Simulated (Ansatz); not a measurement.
C2H5GaO (`[GaH2][CH]1CO1`), 9 atoms. Total charge 0; spin multiplicity 1. Correlated methods include outer-core shells of Ga, which these sets cover unevenly. Scalar relativity is left out up to krypton. All runs use 2 threads of an Arm Neoverse V2 on a shared host. Correlated methods freeze the cores.

(1) How many basis functions does each run have, and how long does it take in Ansatz? RKS PBE0-D4/def2-SVP energy; RKS SPW92 (LDA)/def2-TZVPP energy; RKS B3LYP-D4/def2-TZVPP energy and forces; RKS B2PLYP (frozen core)/def2-TZVPP energy; RHF-MP2/def2-QZVPP energy; RKS PBE0-D4/def2-TZVP relaxation (26 steps); RKS ωB97M-V/def2-SVP energy; RKS r2SCANh-D4/def2-TZVPP energy; RKS ωB97M-V/def2-QZVPP energy; RKS PBE0-D4/def2-TZVP frequencies; RKS PBE0-D4/def2-QZVPP energy; RHF-CCSD(T)/def2-SVP energy. (Estimate.)

## Answers

(1) Ansatz gave: Other jobs shared the machine, so times are rough.

```
                              level                    job  functions  wall time  peak host memory (GiB)
         RKS SPW92 (LDA)/def2-TZVPP                 energy        211      1.4 s                    0.24
               RKS PBE0-D4/def2-SVP                 energy         99      1.4 s                     0.4
            RKS B3LYP-D4/def2-TZVPP      energy and forces        211      4.9 s                    0.52
          RKS r2SCANh-D4/def2-TZVPP                 energy        211        6 s                    0.48
RKS B2PLYP (frozen core)/def2-TZVPP                 energy        211        6 s                     0.5
               RHF-CCSD(T)/def2-SVP                 energy         99      6.5 s                     0.4
               RKS ωB97M-V/def2-SVP                 energy         99      6.5 s                     0.4
             RKS PBE0-D4/def2-QZVPP                 energy        410        9 s                     1.2
             RKS ωB97M-V/def2-QZVPP                 energy        410       22 s                     1.4
                 RHF-MP2/def2-QZVPP                 energy        410       22 s                     2.1
              RKS PBE0-D4/def2-TZVP  relaxation (26 steps)        171      100 s                    0.41
              RKS PBE0-D4/def2-TZVP            frequencies        171    2.4 min                    0.42
```

B3LYP here is the variant with VWN-RPA as its local correlation; programs differ in this.
